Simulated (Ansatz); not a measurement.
Cs3 (the lowest doublet isomer of a short search). Charge 0, multiplicity 2. Geometry PBE/def2-TZVP, basis def2-TZVP, Ansatz.

```xyz
3

Cs   -2.8326    0.5840    1.6797
Cs    1.8139   -1.0734    1.4694
Cs    1.0187    0.4894   -3.1491
```

```csv
run,HOMO (eV),LUMO (eV)
A,-2.27,-1.25
B,-2.18,-1.34
C,-1.84,-1.63
D,-1.96,-1.66
E,-2.77,-0.78
F,-2.09,-1.84
```

In the def2 sets Cs takes a core potential; there is no spin–orbit coupling. The structure comes from a short search, and lower isomers may exist.

HOMO and LUMO are taken over both spins.

Q: The runs used BLYP, CAM-B3LYP, LDA (SPW92), PBE, PBE0, r2SCANh. Estimate which is which.

A: A PBE0 (25 % exact exchange); B r2SCANh (10 % exact exchange); C BLYP (0 % exact exchange); D PBE (0 % exact exchange); E CAM-B3LYP (range-separated); F LDA (SPW92) (0 % exact exchange). Exact exchange lowers occupied and raises empty levels; among semilocal functionals meta-GGAs tend to open the gap a little, and such runs are hard to tell apart. The gap grows from 0.21 eV (BLYP) to 1.99 eV (CAM-B3LYP). At r2SCANh/def2-TZVP, CAM-B3LYP/def2-TZVP the charge 0 doublet is spin-contaminated (final ⟨S²⟩ up to 0.88, 0.75 for a pure state).
